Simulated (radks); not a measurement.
The numbers below are computed, except where a source is named.
Task: All-electron atom: As0.5- in [Ar] 3d10 4s2 4p(up 2.75, down 0.75) (fractional occupations, a model configuration). Code: a radial shooting solver on a logarithmic mesh with Libxc functionals. Model: non-relativistic Kohn-Sham, LDA (Slater exchange, Perdew-Wang correlation), spin-polarised, spherical densities, point nucleus. Some entries of the table are withheld. Estimate them.

orbital,occ.,eigenvalue (eV),r(max) (bohr)
1s up,1,-11515.42,0.03066
1s down,1,-11515.34,0.03066
2s up,1,-1440.578,0.1739
2s down,1,-1440.535,0.1739
2p up,3,-1289.150,0.1378
2p down,3,-1289.083,0.1378
3s up,1,-179.0303,0.5316
3s down,1,-178.9298,0.5317
3p up,3,-127.9076,0.5250
3p down,3,-127.7907,0.5250
3d up,5,-37.9011,0.4743
3d down,5,-37.7216,0.4741
4s up,1,(1),1.646
4s down,1,(2),1.637
4p up,2.75,-2.3238,2.014
4p down,0.75,-1.2214,2.026

Result: 
(1) 4s up eigenvalue (eV): -10.9319
(2) 4s down eigenvalue (eV): -9.7158
